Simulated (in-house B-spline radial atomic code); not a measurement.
## Removing one electron from Te XXXV (Te34+)

Closed shell [Ne] 3s2 3p6. Computed with an all-electron radial atomic-structure program (B-spline basis): Koopmans values of Dirac-Hartree-Fock plus a diagonal self-energy, in second order or with its direct term screened (direct RPA, with the hole-particle interaction, or full time-dependent Hartree-Fock), linearised in energy; no-pair Dirac-Coulomb Hamiltonian, finite nucleus. Shifts add to the Koopmans value (the ΔSCF shift is orbital relaxation alone); the final value takes TDHF screening with Breit and QED.

Command:
```bash
python run_mb.py task.json out
```
Settings (nuclear radius in fm, box in bohr, cutoff in hartree):
```
basis_form          2
Z                   52
core_configuration  [Ne] 3s2 3p6
rms_radius          4.7423
mass_number         130
speed_of_light      137.036
box_radius          3.288
lmax                7
intervals           58
virtual_cutoff      10816.0
```

Cost of the run: 7.3 s on 1 thread of Arm Neoverse V2, on a shared host.

Energies in eV:

| subshell | Koopmans | ΔSCF shift | second order | direct RPA | hole-particle | TDHF | Breit + QED | final |
| --- | --- | --- | --- | --- | --- | --- | --- | --- |
| 3p3/2 | 2311.68 | -1.034 | ? | ? | ? | ? | ? | ? |
| 3p1/2 | 2377.84 | -1.133 | 0.745 | 0.748 | 0.468 | 0.522 | -2.526 | 2375.84 |

**Question.** What does the self-energy do to 3p3/2?

**Answer.** It shifts the removal energy by 1.204 eV in second order, 0.970 with direct RPA, 0.928 with the hole-particle term and 1.011 with TDHF screening (quasi-particle weight 0.991); Breit and QED add -1.705 eV. The final value is 2310.99 eV, against 2309 ± 5 eV (NIST, tabulated theory).
